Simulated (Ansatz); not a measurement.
Consider the hydrogenolysis of a C–C bond: `CCCSCCC` + H₂ → `CCCSCC` + CH₄.

Isolated molecules relaxed with PBE0-D4/def2-TZVP in Ansatz; ΔE leaves out vibrations. CCSD(T)/CBS adds triple-zeta CCSD(T) − MP2 to the extrapolated MP2 energy (def2 sets, frozen cores). This one scheme is used for every species. DFT in def2-TZVPP. Each species was taken in one conformer, which may not be the lowest.

```
           level  ΔE (kJ/mol)  difference from CCSD(T)/CBS
     LDA (SPW92)        -66.0                          1.4
          PBE-D4        -68.7                         -1.3
         BLYP-D4        -70.9                         -3.5
         PBE0-D4        -70.4                         -3.0
      r2SCANh-D4        -71.0                         -3.6
        BHLYP-D4        -75.4                         -8.0
         ωB97X-V        -69.4                         -2.0
             PBE        -72.3                         -4.9
          revPBE        -74.5                         -7.1
            BLYP        -78.5                        -11.1
         r2SCANh        -72.2                         -4.8
           BHLYP        -79.4                        -12.0
    MP2/def2-SVP        -66.8                          0.6
CCSD(T)/def2-SVP        -68.9                         -1.5
   HF/def2-TZVPP        -83.4                        -16.0
    HF/CBS(def2)        -83.2                        -15.8
     CCSD(T)/CBS        -67.4                            0
```

Largest T1 diagnostic among the species: 0.009.

Leaving LDA and LC-ωPBE aside and taking each functional with its dispersion term where it has one, the values, not all of them listed here, spread over 13.0 kJ/mol, from B97M-V to revPBE-D4. LDA lies +6.3 kJ/mol from PBE without D4. In def2-TZVPP, CCSD(T) changes the Hartree–Fock value by +14.8 kJ/mol (the triples alone add +3.1 kJ/mol) and MP2 by +17.7 kJ/mol. The D4 term adds +5.5 kJ/mol with B3LYP and +3.0 kJ/mol with PBE0; it sums over pairs of atoms, weighted by their polarisabilities, and B3LYP, whose exchange is more repulsive, gets the larger term.

CCSD(T)/CBS has its own doubt, a few kJ/mol and more with outer-core shells, so smaller differences from it don't rank the levels.

B3LYP here is the variant with VWN-RPA as its local correlation; programs differ in this.
